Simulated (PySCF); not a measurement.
# Electronic absorption of Sn(CCH)4

Species: Sn(CCH)4, C₈H₄Sn.
SMILES: `C#[C][Sn]([C]#C)([C]#C)[C]#C`

Method: PySCF 2.14.0, density-fitted response routines, TDDFT wB97X-D/def2-SVPD, vertical, gas phase, core orbitals frozen in the response, def2 core potentials past Kr. Geometry: PBE0-D3(BJ)/def2-SVP; no solvent, vibrations or thermal averaging. Spin–orbit coupling is left out.

```csv
state,λ (nm),E (eV),f,"main configurations (H = HOMO, L = LUMO)"
S1,204.4,6.07,0.0000,H-2/H-1/H→L/L+1/L+2 (≥55%)
S2,201.9,6.14,0.0000,H-2/H-1/H→L/L+1/L+2 (≥9%)
S3,201.9,6.14,0.0000,no configuration over 8%
S4,201.8,6.14,0.0000,"H-4→L/L+1/L+2 (≥10%), H-7→L/L+1/L+2 (≥10%)"
S5,196.3,6.32,0.0000,"H-2/H-1/H→L/L+1/L+2 (≥23%), H-7→L/L+1/L+2 (≥10%)"
S6,196.3,6.32,0.0000,"H-2/H-1/H→L/L+1/L+2 (≥13%), H-7→L/L+1/L+2 (≥9%)"
S7,196.3,6.32,0.0000,"H-2/H-1/H→L/L+1/L+2 (≥16%), H-7→L/L+1/L+2 (≥10%)"
S8,195.8,6.33,0.0000,"H-2/H-1/H→L/L+1/L+2 (≥20%), H-3→L/L+1/L+2 (≥12%)"
S9,195.7,6.33,0.0000,"H-2/H-1/H→L/L+1/L+2 (≥20%), H-5→L/L+1/L+2 (≥10%)"
```

Triplets (Tamm–Dancoff): T1 5.08 eV, H-2/H-1/H→L/L+1/L+2 (≥18%), H-6→L/L+1/L+2 (≥8%); T2 5.08 eV, H-2/H-1/H→L/L+1/L+2 (≥21%); T3 5.08 eV, H-2/H-1/H→L/L+1/L+2 (≥21%); T4 5.09 eV, H-3→L/L+1/L+2 (≥12%), H-4→L/L+1/L+2 (≥12%), H-6→L+5 (11%).

The lowest singlet comes at 204 nm (585 kJ/mol) in the ultraviolet; it is dark (f under 0.0005); its leading configuration is HOMO-2/HOMO-1/HOMO→LUMO/LUMO+1/LUMO+2 (≥55%). The largest oscillator strength of a single state is 0.0000. S2/S3/S4, S5/S6/S7 and S8/S9 lie within about 0.01 eV of each other in each set. Löwdin shares by element: HOMO (one of a set within 0.03 eV) carbon 72% or more (atoms not listed hold the other 28%); LUMO (one of a set within 0.03 eV) carbon 34% or more, tin 21% (atoms not listed hold the other 45%). The listed states span 0.27 eV, and the widest gap between neighbours is 0.17 eV (S4 to S5). Orbitals of the list HOMO-3 to LUMO+2 that lie within 0.01 eV of each other are written together with a slash and their weights summed (≥ marks a lower bound); for degenerate orbitals outside that list single weights are arbitrary. Only the lowest 10 singlets were computed, as vertical energies without vibronic structure. The highest level found (6.43 eV, f 0.0033 so far) is left out, since the window may have cut off a degenerate partner.
